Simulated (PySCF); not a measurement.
## Se: excitation energy

Se [Ar] 3d10 4s2 4p4 (3P) → Se [Ar] 3d10 4s1 4p5 (3P), as a difference of total energies. All numbers are calculated (PySCF 2.14, a scalar-relativistic core potential, in aug-cc-pVDZ-PP with ECP10MDF (5s4p3d, 32 functions)). Correlated levels: valence: 3s2 3p6 3d10 frozen. The calculations carry no spin-orbit coupling.

```csv
method,excitation energy (cm⁻¹)
UHF,94584
LDA,87691
PBE,86700
PBE0,88923
r2SCAN,87869
PBEsol,86758
CAM-B3LYP,90761
M06-2X,86972
wB97X-V,90336
MP2 (valence),86926
SCS-MP2 (valence),85766
```

The upper state lies above the first ionisation limit, where it may autoionise and the basis confines it.
